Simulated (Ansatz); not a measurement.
Reaction (atomization): `[CH3][Ge][Br]` → Br• + C• + Ge• + 3 H•

Gas-phase electronic energies from Ansatz, PBE0-D4/def2-TZVP geometries. CCSD(T)/CBS is the MP2 limit (def2-TZVPP, def2-QZVPP) plus CCSD(T) − MP2 in def2-TZVPP, frozen cores. This one scheme is used for every species, atoms too. DFT in def2-TZVPP. B3LYP here is the variant with VWN-RPA as its local correlation; programs differ in this. HSE06 is defined as in plane-wave codes. Open shells (•) are unrestricted, without spin–orbit coupling. Spin–orbit coupling would lower the free atoms: a little for C; clearly for Br, Ge. For Br, Ge outer-core shells are correlated without core-valence functions, so the limit isn't a true one: a few kJ/mol of doubt a bond, and 10 to 20 or more in all where bonds break to atoms. Scalar relativity is left out up to krypton.

| level | ΔE (kJ/mol) | difference from CCSD(T)/CBS |
| --- | --- | --- |
| LDA (SPW92) | 2197.9 | 258.8 |
| PBE-D4 | 1963.6 | 24.5 |
| revPBE-D4 | 1917.9 | -21.2 |
| BLYP-D4 | 1924.1 | -15.0 |
| r2SCAN-D4 | 1937.7 | -1.4 |
| B97M-V | 1935.8 | -3.3 |
| PBE0-D4 | 1931.9 | -7.2 |
| B3LYP-D4 | 1926.9 | -12.2 |
| r2SCAN0-D4 | 1909.4 | -29.7 |
| HSE06-D4 | 1932.9 | -6.2 |
| CAM-B3LYP-D4 | 1921.5 | -17.6 |
| ωB97X-V | 1929.7 | -9.4 |
| ωB97M-V | 1922.2 | -16.9 |
| B2PLYP | 1904.2 | -34.9 |
| PBE-QIDH | 1916.3 | -22.8 |
| PBE | 1951.0 | 11.9 |
| revPBE | 1883.9 | -55.2 |
| BLYP | 1896.6 | -42.5 |
| r2SCAN | 1935.0 | -4.1 |
| B3LYP | 1905.9 | -33.2 |
| r2SCANh | 1922.9 | -16.2 |
| r2SCAN0 | 1906.1 | -33.0 |
| HSE06 | 1922.8 | -16.3 |
| BHLYP | 1859.4 | -79.7 |
| CAM-B3LYP | 1910.4 | -28.7 |
| LC-ωPBE | 1891.7 | -47.4 |
| HF/def2-SVP | 1412.2 | -526.9 |
| MP2/def2-SVP | 1818.2 | -120.9 |
| CCSD(T)/def2-SVP | 1806.8 | -132.3 |
| HF/def2-TZVPP | 1407.9 | -531.2 |
| MP2/def2-TZVPP | 1901.1 | -38.0 |
| SCS-MP2/def2-TZVPP | 1890.1 | -49.0 |
| CCSD/def2-TZVPP | 1852.6 | -86.5 |
| CCSD(T)/def2-TZVPP | 1883.6 | -55.5 |
| HF/def2-QZVPP | 1407.4 | -531.7 |
| MP2/def2-QZVPP | 1932.8 | -6.3 |
| SCS-MP2/def2-QZVPP | 1924.4 | -14.7 |
| HF/CBS(def2) | 1407.4 | -531.7 |
| MP2/CBS(def2) | 1956.6 | 17.5 |
| CCSD/CBS(def2) | 1908.1 | -31.0 |
| CCSD(T)/CBS | 1939.1 | 0 |

Largest T1 diagnostic among the species: 0.011.

At CCSD(T), def2-SVP lies −132.3 kJ/mol from the extrapolated value and def2-TZVPP −55.5 kJ/mol: correlation converges slowly with the basis, and small sets miss more of it in the bonded molecule than in its fragments. In def2-TZVPP, CCSD(T) changes the Hartree–Fock value by +475.6 kJ/mol (the triples alone add +31.0 kJ/mol) and MP2 by +493.1 kJ/mol; breaking electron pairs costs correlation energy, which Hartree–Fock lacks. From r2SCAN to r2SCAN0 (25 % exact exchange), in def2-TZVPP and without D4, ΔE moves by −28.9 kJ/mol: exact exchange takes away binding that semilocal exchange gives to molecules.

For atomizations the MP2-based limit and the directly extrapolated one differ by several kJ/mol either way, and by 10 to 25 for some Ge, Se and Sn compounds, so smaller differences from it don't rank the levels.
